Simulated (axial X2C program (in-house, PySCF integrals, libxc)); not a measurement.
Which molecule has these constants?

Calculated with an axial X2C code built on PySCF integrals, spin-free (one-electron X2C) or two-component (2c: spin–orbit coupling with atomic mean-field Coulomb and Gaunt terms, which also bring small scalar terms), in Dyall basis sets with cores contracted in-house; open shells are unrestricted.

A two-component PBE0 calculation in a Dyall 3-zeta basis gave Re = 3.032 Å, ωe = 132.0 cm⁻¹, De = 0.27 eV, Ω = 3/2.

Question: Which molecule is it?
A. NaSb⁺
B. NaN⁺
C. NaAs⁺
D. NaP⁺
E. NaBi⁺

Answer: D. The others have NaAs⁺ 3.118 Å and 112.0 cm⁻¹ (Ω = 3/2); NaN⁺ 2.651 Å and 142.3 cm⁻¹ (Ω = 3/2); NaBi⁺ 3.323 Å and 115.2 cm⁻¹ (Ω = 1/2); NaSb⁺ 3.276 Å and 111.1 cm⁻¹ (Ω = 3/2).

Each entry is the lowest single determinant of a limited PBE0 search at one distance. De goes to single-determinant-based atoms at the same level (for ions the charge split of lowest energy) and is withheld (n/a) where an atom does not fit its ground term or J level. Main or longest-lived isotopes. One determinant is a doubtful description, or other states lie close, for NaP⁺, NaAs⁺, NaN⁺, NaBi⁺, NaSb⁺; these need not be ground states, and all values refer to the states named. With several unpaired electrons the Ω given is that of one determinant, not necessarily of the lowest component. The functionals have no current term, which raises determinants with orbital currents.
